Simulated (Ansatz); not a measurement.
`N[SiH2][GaH2]` at its PBE0-D4/def2-TZVP geometry, where that method's forces vanish. Total charge 0; spin multiplicity 1.

```tsv
atom	x (Å)	y (Å)	z (Å)
N1	1.008	1.242	-0.460
Si2	-0.510	0.598	0.056
Ga3	-0.351	-1.804	0.185
H4	1.860	0.838	-0.108
H5	1.116	2.233	-0.606
H6	-1.544	1.026	-0.929
H7	-1.002	1.109	1.380
H8	1.052	-2.523	0.241
H9	-1.630	-2.719	0.241
```

**Question.** For each bond, give half the difference of the two atoms' forces along it (eV/Å; positive pushes the atoms apart) under PBE-D4, r2SCAN-D4, B3LYP-D4, ωB97M-V in def2-TZVPP. (Estimate.)

**Answer.** Ansatz gave: 
```csv
bond,length (Å),PBE-D4,r2SCAN-D4,B3LYP-D4,ωB97M-V
N1–Si2,1.727,0.08,0.01,0.11,0.14
N1–H4,1.007,0.20,0.02,-0.01,-0.03
N1–H5,1.008,0.21,0.02,-0.01,-0.03
Si2–Ga3,2.410,-0.11,-0.03,0.07,0.00
Si2–H6,1.491,0.08,-0.01,-0.12,-0.14
Si2–H7,1.502,0.06,0.00,-0.10,-0.14
Ga3–H8,1.578,0.06,-0.06,-0.02,-0.07
Ga3–H9,1.574,0.06,-0.07,-0.02,-0.07
```

B3LYP here is the variant with VWN-RPA as its local correlation; programs differ in this.
